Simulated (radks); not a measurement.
Spherical quantum dot in the effective-mass picture: electrons in a parabolic well V = omega^2 r^2 / 2 with omega = 0.363, with a point charge +1 (a donor) at the centre, all in effective atomic units (hartree* = m*/eps^2 hartree, bohr* = eps/m* bohr), one dielectric constant everywhere. Calculated with a radial shooting solver with Libxc functionals: non-relativistic Kohn-Sham, r2SCAN, spin-polarised, spherical densities, generalised Kohn-Sham scheme. Levels are named by radial order and angular momentum (1s, 1p, 1d, 2s, ...), and open shells are averaged over m.

N = 27, configuration 1s2 1p6 1d10 2s2 1f(up 7, down 0). This is the lowest configuration that the search found. Occupied and some empty levels:

| level | occupation | eigenvalue (hartree*) | <r> (bohr*) |
|---|---|---|---|
| 1s down | 1 | 6.2084 | 2.202 |
| 1s up | 1 | 6.2144 | 2.341 |
| 1p up | 3 | 6.4055 | 4.212 |
| 1p down | 3 | 6.4335 | 3.980 |
| 2s up | 1 | 6.4563 | 3.840 |
| 2s down | 1 | 6.4960 | 3.816 |
| 1d up | 5 | 6.5419 | 4.704 |
| 1d down | 5 | 6.5898 | 4.575 |
| 1f up | 7 | 6.6998 | 5.044 |
| 1f down | 0 | 6.7610 | 4.983 |
| 2p up | 0 | 6.7729 | 4.070 |
| 2p down | 0 | 6.8015 | 4.195 |
| 1g up | 0 | 6.8797 | 5.322 |
| 1g down | 0 | 6.9500 | 5.302 |
| 2d up | 0 | 6.9961 | 4.596 |
| 2d down | 0 | 7.0292 | 4.604 |

Energy (hartree*): total 104.746, kinetic 7.8645, external 29.917, Hartree 74.187, exchange-correlation -7.2226.

Electron density:

| r (bohr*) | n(r) (e/bohr*^3) |
|---|---|
| 0.416 | 0.2542 |
| 0.878 | 0.1090 |
| 1.34 | 0.05234 |
| 1.80 | 0.03133 |
| 2.27 | 0.02627 |
| 2.73 | 0.02807 |
| 3.19 | 0.03193 |
| 3.65 | 0.03499 |
| 4.12 | 0.03541 |
| 4.58 | 0.03222 |
| 5.04 | 0.02578 |
| 5.51 | 0.01772 |
| 5.97 | 0.01028 |
| 6.43 | 0.004954 |
| 6.89 | 0.001962 |
| 7.36 | 0.0006388 |
| 7.82 | 0.0001715 |
| 8.28 | 0.00003805 |
| 8.75 | 6.975e-06 |
| 9.21 | 1.059e-06 |
